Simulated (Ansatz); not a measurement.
Mulliken charges of FH5N3Ta (`[NH]=[Ta]([NH2])([NH2])[F]`) from ωB97M-V/def2-TZVPP in Ansatz (PBE0-D4/def2-TZVP geometry).

```tsv
atom	x (Å)	y (Å)	z (Å)	charge (e)
N1	-1.416	1.150	-0.260	-0.413
Ta2	-0.175	-0.090	-0.474	0.949
N3	-0.501	-1.425	0.955	-0.400
N4	1.559	0.845	-0.247	-0.400
F5	-0.204	-0.959	-2.166	-0.357
H6	-2.175	1.807	-0.318	0.114
H7	-1.228	-1.368	1.650	0.142
H8	0.093	-2.221	1.141	0.111
H9	1.669	1.825	-0.040	0.142
H10	2.460	0.387	-0.239	0.111
```

Question: By hand: the dipole of these point charges (1 e Å = 4.8032 D).

Answer: Σ q r = (0.166, 0.081, 0.440) e Å, of length 0.477 e Å = 2.29 D.

Question: How does the dipole of the full density compare? (An estimate is asked.)

Answer: Computed: (0.303, -0.049, 0.426) e Å, 2.52 D; the point charges give 0.91 times that, at 21° from its direction.

Point charges leave out the atoms' own dipoles, such as those of lone pairs, and Mulliken's split depends on the basis, so the two needn't agree.
